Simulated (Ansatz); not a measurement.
Wavefunction ladder for `NC([SiH3])S`

Z-matrix (Å, degrees):
```
C
Si 1 1.891
S 1 1.813 2 108.7
N 1 1.449 2 110.9 3 122.4
H 1 1.102 2 108.9 3 -110.2
H 2 1.492 1 109.8 3 -173.6
H 2 1.484 1 109.5 3 66.7
H 2 1.485 1 109.0 3 -54.3
H 3 1.345 1 96.6 2 59.7
H 4 1.013 1 111.0 2 62.9
H 4 1.014 1 111.0 2 -176.3
```

Charge 0, multiplicity 1. The structure was optimised at the PBE0-D4/def2-TZVP level. It is one conformer, not always the lowest. Frozen core, restricted reference, Ansatz 0.2.0. CBS rows extrapolate triple and quadruple zeta; past MP2 they add the triple-zeta difference.

```tsv
basis	HF (Eh)	MP2 corr.	CCSD corr.	(T)	CCSD(T) total
def2-TZVPP	-782.90033	-0.69921	-0.75261	-0.03089	-783.68383
def2-QZVPP	-782.92552	-0.75098	–	–	–
CBS(def2)	-782.92899	-0.78933	-0.84273	as TZ	-783.80261
```
